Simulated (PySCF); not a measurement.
Ligands exchanged one at a time, Ga CH3-NH2. Isolated molecules, 0 K electronic values unless said otherwise. One relaxed conformer stands for each flexible species; it need not be the lowest. Strings in code marks are SMILES.

The four lowest singlet excitations (Tamm–Dancoff). All values below come from PySCF 2.14.0 with B3LYP-D3(BJ)/def2-TZVP. B3LYP has the VWN-RPA correlation part, as in Gaussian. Excitations are Tamm–Dancoff values on a coarser integration grid. The basis has no diffuse functions, so Rydberg states are missing or too high.

```csv
state,energy (eV),wavelength (nm),oscillator strength
S1,5.98,207,0.042
S2,6.07,204,0.000
S3,6.33,196,0.105
S4,6.81,182,0.206
```

Problem. Which member gives these states?
A) `[NH2][Ga]([NH2])[NH2]`
B) `[CH3][Ga]([NH2])[NH2]`
C) `[CH3][Ga]([CH3])[NH2]`
D) `[CH3][Ga]([CH3])[CH3]`

Solution. C, `[CH3][Ga]([CH3])[NH2]`
